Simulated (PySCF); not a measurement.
Al(OSiH3)2 (AlH6O2Si2), SMILES [SiH3][O][Al][O][SiH3], multiplicity 2. Atoms are numbered in the order given.

```xyz
11

Al    -0.0861    -0.9649     0.0617
O     -1.2491     0.0452     0.7912
Si    -2.5205     0.7273     1.6012
H     -2.7256     0.0525     2.9135
H     -3.7695     0.5981     0.8003
H     -2.2520     2.1710     1.8434
O      1.2277    -0.2757    -0.7773
Si     2.5914     0.0626    -1.6514
H      2.5700    -0.6654    -2.9508
H      3.8056    -0.3516    -0.8946
H      2.6704     1.5237    -1.9230
```
Charge 0, spin multiplicity 2.

Geometry optimised at TPSSh-D3(BJ)/def2-SVP. The multiplicity is an assumed one; no other spin state was optimised. The isomer is the one that the SMILES or the coordinates give; other isomers of the formula were not compared. One conformer was computed; it need not be the lowest.

Two levels are set side by side: PBE/pcH-1 (PySCF) and PBE0/pcH-1 (PySCF). Contact hyperfine couplings, same geometry. Differences are taken from unrounded values.

```tsv
quantity	PBE0
A(iso) of 27Al, atom Al1 (MHz)	1485.0
A(iso) of 17O, atom O2 (MHz)	-98.0
A(iso) of 29Si, atom Si3 (MHz)	-6.3
A(iso) of 1H, atom H4 (MHz)	-1.5
A(iso) of 1H, atom H5 (MHz)	-1.0
A(iso) of 1H, atom H6 (MHz)	5.4
A(iso) of 17O, atom O7 (MHz)	-98.0
A(iso) of 29Si, atom Si8 (MHz)	-6.3
A(iso) of 1H, atom H9 (MHz)	-1.5
A(iso) of 1H, atom H10 (MHz)	-1.2
A(iso) of 1H, atom H11 (MHz)	5.6
```

**Question.** What does PBE give, and how far is it from PBE0? (Estimate from the structure and the level; the computed values follow.)

**Answer.** 
```csv
quantity,PBE,PBE minus PBE0
"A(iso) of 27Al, atom Al1 (MHz)",1463.9,-21.1
"A(iso) of 17O, atom O2 (MHz)",-101.2,-3.2
"A(iso) of 29Si, atom Si3 (MHz)",-7.8,-1.5
"A(iso) of 1H, atom H4 (MHz)",-1.7,-0.2
"A(iso) of 1H, atom H5 (MHz)",-1.4,-0.4
"A(iso) of 1H, atom H6 (MHz)",7.0,1.6
"A(iso) of 17O, atom O7 (MHz)",-101.2,-3.2
"A(iso) of 29Si, atom Si8 (MHz)",-7.8,-1.5
"A(iso) of 1H, atom H9 (MHz)",-1.8,-0.3
"A(iso) of 1H, atom H10 (MHz)",-1.6,-0.4
"A(iso) of 1H, atom H11 (MHz)",7.3,1.7
```

Rough cost on one machine, each run with all the roots and properties that it gave: PBE0 against PBE within a factor of 2.
